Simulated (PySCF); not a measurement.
Al(All)(H)2 (C₃H₇Al), SMILES [CH2](C=C)[AlH2].

Geometry: B3LYP-D3(BJ)/def2-SVP. The structure was generated by enumeration; whether it is a known compound was not checked. One conformer was computed; it need not be the lowest.

All values below come from HF/def2-TZVP in PySCF.

Computed frontier levels, gap, dipole moment and polarisability:
```
Property                                                                                                        Value
---------------------------------------------------------------------------------------------  ----------------------
highest occupied level                                                                                       -9.11 eV
lowest empty level                                                                                            2.35 eV
orbital gap                                                                                                  11.46 eV
dipole moment                                                                                               0.294 e·Å
quadrupole, principal values (traceless, Buckingham form, about the centre of nuclear charge)  -5.74, -0.14, 5.88 D·Å
mean static polarisability                                                                       62.6 bohr³ (9.28 Å³)
polarisability, principal values                                                               54.5, 62.0, 71.3 bohr³
```
